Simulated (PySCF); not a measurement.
Electron correlation in Se²⁺ (selenium, charge +2)

[Ar] 3d10 4s2 4p2, high-spin 3P determinant. All numbers are calculated (PySCF 2.14, scalar relativity through the core potential, in aug-cc-pwCVDZ-PP with ECP10MDF (6s5p4d1f, 48 functions)). Frozen: 3s2 3p6 3d10; 4 electrons correlated.

```
  level  correlation energy (mhartree)
   CCSD                         -65.94
    (T)                          -0.81
CCSD(T)                         -66.75
  CCSDT                         -66.97
```

Diagnostics: T1 = 0.0062, D1 = 0.0171, largest double amplitude 0.094.

Cost of the coupled-cluster step: roughly 1.2 core-seconds, for 4 correlated electrons.
